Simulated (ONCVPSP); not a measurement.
# Potentials for zirconium (Zr) compared

Generated with ld1.x 7.5 (TM, RRKJ, ultrasoft, PAW), atompaw 4.2 or ONCVPSP 4.0.1. The cutoff is in Ry: for ld1.x and atompaw files where the sum of valence levels is converged to 10 mRy in a Bessel basis, for ONCV files where the hardest occupied wave has 1 mHa per electron of residual kinetic energy. The error is the largest all-electron minus pseudo excitation energy over each file’s own four to seven test configurations (ionisations up to +4, promotions, holes and added fractions of an electron), all of which were solved. The labels leave out finer settings (local radius, basis sizes, second energies), which also bear on the numbers. Spin-polarised tests are not counted. The rows are a selection from randomly drawn settings: files with unsolved tests, undetermined cutoffs or missed reference levels are left out.

```csv
potential,cutoff (Ry),largest error (meV),bound ghosts
"ONCV, PBE, fully relativistic, rc 2.30/2.60/2.75 (spd), local smoothed, core correction yes, reference 4s2 4p6 4d2 5s1.75 5p0.25, qcut 6/6.2/6.1, projectors 2/2/2",23,-5.8,none
"ONCV, revPBE, non-relativistic, rc 1.85/2.10/1.70 (spd), local smoothed, core correction yes, reference 4s2 4p6 4d2 5s2, qcut 7.5/8.3/6.5, projectors 3/3/2",35,-13,none
"ONCV, PBE, scalar-relativistic, rc 2.15/2.40/3.00 (spd), local smoothed, core correction yes, reference 4s2 4p6 4d2 5s1.75 5p0.25, qcut 4.8/6.1/6.2, projectors 2/3/3",22,-11,none
"ONCV, LDA (Perdew-Wang 92), scalar-relativistic, rc 1.85/1.95/3.15 (spd), local smoothed, core correction yes, reference 4s2 4p6 4d3 5s1, qcut 7.2/5.6/5.4, projectors 3/1/2",37,+16,none
"ONCV, PW91, fully relativistic, rc 1.90/1.60/2.30 (spd), local smoothed, core correction yes, reference 4s2 4p6 4d2 5s2, qcut 7.9/10.1/6.1, projectors 3/3/2",55,+3.3,none
"ONCV, PBE, scalar-relativistic, rc 1.65/2.30/2.30 (spd), local smoothed, core correction yes, reference 4s2 4p6 4d2, qcut 8.2/7.4/8, projectors 2/1/2",44,+66,none
"ONCV, LDA (Perdew-Wang 92), non-relativistic, rc 2.90/2.25/2.95 (spd), local smoothed, core correction yes, reference 4p6 4d3 5s1, qcut 2.2/5.3/5.8, projectors 2/2/2",21,-329,none
"ONCV, PBEsol, scalar-relativistic, rc 2.30/1.75/2.05 (spd), local smoothed, core correction yes, reference 4s2 4p6 4d2 5s2, qcut 6.4/9.8/5.3, projectors 2/2/2",52,-346,none
```

**Question.** Fill in the row for Zr: ONCV, PBE, scalar-relativistic, rc 1.90/1.32/2.46 (spd), local smoothed, core correction yes, reference 4s2 4p6 4d3 5s1, qcut 5.7/6.4/4.7, projectors 2/2/2.

**Answer.** cutoff 70 Ry, largest error +9.8 meV, bound ghosts: none.
